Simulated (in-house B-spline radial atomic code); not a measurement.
# CAM-B3LYP excitations of the chlorine ion Cl⁷⁺

Method: CAM-B3LYP. Computed with a B-spline radial code for spherical atoms: linear response of the closed shell [He] 2s2 2p6 with the functional's adiabatic kernel; non-relativistic, point nucleus, no spin-orbit coupling, no double excitations, S, P, D and F terms only. Only terms of natural parity with L up to 3 were computed.

Command:
```bash
python run_td.py task.json out
```
Settings (radii: box in bohr, nucleus in fm):
```
Z                        17
electrons                10
configuration            [He] 2s2 2p6
hamiltonian              nr
method                   camb3lyp
box_radius               12.81
intervals                50
```

Run time, properties included: 0.5 s on 1 thread of Arm Neoverse N1 (shared host).

The lowest states, in the order of their Tamm-Dancoff energies; the method's threshold (minus the highest occupied level) is 330.98 eV. Labels give the largest channel, * marks a mixed state, and oscillator strengths are full-response dipole values. Semilocal kernels can invert the small singlet-triplet splittings of Rydberg terms. Energies in eV:

```
     state  full response  Tamm-Dancoff  oscillator strength
2p → 3s 3P              ?             ?                    -
2p → 3s 1P         202.35        202.38                0.184
2p → 3p 3S         213.86        213.91                    -
2p → 3p 3D              ?             ?                    -
2p → 3p 1D         217.00        217.01                    -
2p → 3p 1S         225.70        226.31                    -
2p → 3d 3P         235.93        235.94                    -
2p → 3d 3F         236.33        236.35                    -
2p → 3d 1F         237.81        237.81                    -
2p → 3d 1P         241.48        241.64                 1.58
2s → 3s 3S         260.62        260.63                    -
2s → 3s 1S         263.81        263.92                    -
2p → 4s 3P         266.21        266.22                    -
2p → 4s 1P         266.76        266.76                0.033
2p → 4p 3S         271.42        271.44                    -
2p → 4p 3D         271.78        271.79                    -
```

Where does 2p → 3s 3P lie?

At 200.43 eV in full response, 200.44 eV in Tamm-Dancoff.

Where does 2p → 3p 3D lie?

At 215.31 eV in full response, 215.33 eV in Tamm-Dancoff.

How large is the singlet-triplet splitting of 2p → 3s (P terms) in Tamm-Dancoff?

1.94 eV, from the unrounded values.

What polarisabilities and dispersion coefficient does the method give?

Dipole 0.05253 bohr³, quadrupole 0.01862 bohr⁵, C6 0.02268 hartree·bohr⁶ for two such species.
